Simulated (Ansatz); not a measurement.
A structure relaxed at PBE-D4/def2-SVP in Ansatz, charge 0, singlet:

Cartesian coordinates in Å:
```
Nb -0.0007 -1.6863 -1.7336
B -0.6954 0.9623 1.4659
B -1.5818 -0.1863 0.8982
B 0.0006 -0.0002 0.0017
B 1.5826 0.9017 -0.1612
B 0.6950 1.4403 1.0005
B 1.3136 -0.2641 -1.1756
B -1.3141 -1.1675 -0.2959
```

Give its formula and point group.

the cluster NbB₇. Point group C2v (tolerance 0.1 Å).

Summarise the bond lengths by kind (pairs closer than 1.2 times the sum of covalent radii, bridged metal pairs left out).

11 × B–B 1.54 to 1.89 Å; 3 × B–Nb 2.02 to 2.42 Å. The metal has 3 neighbours: B 2.42 Å, B 2.02 Å, B 2.02 Å.

In the def2 sets Nb takes a core potential; there is no spin–orbit coupling. The restricted singlet is unstable towards broken spin symmetry at other levels; at PBE-D4/def2-SVP this wasn't settled. Another isomer (singlet) lies 0.36 eV lower at PBE0-D4/def2-TZVP; other spin states weren't run for this one.
